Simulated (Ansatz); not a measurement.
```yaml
crystal:
  periodic: [false, false, false]
  atoms:
    - {symbol: F, position_ang: [-0.145270, -1.875095, 3.655740]}
    - {symbol: Cd, position_ang: [-0.073838, -0.994039, 1.941746]}
    - {symbol: N, position_ang: [0.002604, -0.062868, 0.171302]}
    - {symbol: Si, position_ang: [-1.479900, 0.471828, -0.525865]}
    - {symbol: Si, position_ang: [1.538094, 0.091365, -0.595667]}
    - {symbol: H, position_ang: [-2.560102, 0.342820, 0.494497]}
    - {symbol: H, position_ang: [-1.389681, 1.895296, -0.955157]}
    - {symbol: H, position_ang: [-1.878394, -0.333389, -1.715271]}
    - {symbol: H, position_ang: [2.597834, -0.307205, 0.375265]}
    - {symbol: H, position_ang: [1.784242, 1.495123, -1.028756]}
    - {symbol: H, position_ang: [1.669908, -0.780834, -1.797233]}
basis:
  gaussian: {orbitals: def2-TZVPD, point_charges: [{charge: 2.00, position_ang: [6.687, 0.228, -0.687]}]}
magnetization: {spin_polarized: true, initial_magnetization: 2}
hamiltonian: {xc: {name: RPBE}}
accuracy: high
scf: {lower_state_search: full}
output: {forces: true}
```

```sh
$ ansatz run in.yaml --threads 4 --pin off --events-out ev --progress --plain --max-ram 11315MiB
```

Shortened log:

```
Functional definition: RPBE
4475 factors; integrals over basis functions are off by at most 6.0e-9 eV
mean field evaluation 1: about -24602.8849 eV, gradient 7.2e1 eV
mean field evaluation 2: about -24602.8727 eV, gradient 7.2e1 eV
mean field evaluation 4: about -24597.9971 eV, gradient 8.1e1 eV
mean field evaluation 8: about -24626.5052 eV, gradient 1.0e1 eV
mean field evaluation 16: about -24627.1165 eV, gradient 2.2e-2 eV
mean field evaluation 32: about -24627.1165 eV, gradient 3.2e-7 eV
mean field -24627.11650863 eV, -905.0298388332 hartree, gradient 6.2e-8 eV, S^2 2.004354; 11 other end points of the search recorded, 0 dependent functions left out
reference -24627.11651383 eV, -905.0298390242 hartree; 36, 34 occupied and 221, 223 virtual orbitals, 4475 factors
Total energy: -24627.11651383 eV, -905.0298390242 hartree
Atom 0 at    -0.145270    -1.875095     3.655740 Å, force     0.055660    -0.058917     0.087845 eV/Å
Atom 1 at    -0.073838    -0.994039     1.941746 Å, force    -0.153234    -0.578472     1.191116 eV/Å
Atom 2 at     0.002604    -0.062868     0.171302 Å, force    -0.041040    -0.057883    -0.988989 eV/Å
Atom 3 at    -1.479900     0.471828    -0.525865 Å, force    -1.856315     0.534280     0.038064 eV/Å
Atom 4 at     1.538094     0.091365    -0.595667 Å, force     5.634237     0.370970     0.637429 eV/Å
Atom 5 at    -2.560102     0.342820     0.494497 Å, force    -0.019075    -0.034234     0.060471 eV/Å
Atom 6 at    -1.389681     1.895296    -0.955157 Å, force     0.297603     0.095305    -0.180210 eV/Å
Atom 7 at    -1.878394    -0.333389    -1.715271 Å, force     0.245763    -0.169524    -0.287553 eV/Å
Atom 8 at     2.597834    -0.307205     0.375265 Å, force    -0.296210    -0.124534     0.116258 eV/Å
Atom 9 at     1.784242     1.495123    -1.028756 Å, force    -0.215574     0.015576    -0.317627 eV/Å
Atom 10 at     1.669908    -0.780834    -1.797233 Å, force    -0.497568     0.050940    -0.233130 eV/Å
Dipole moment:    -4.508163    -0.156029     0.601547 e Å
```

Run time 33 s (4 threads of an AMD EPYC 9R45 on a shared host); peak host memory 2.2 GiB.
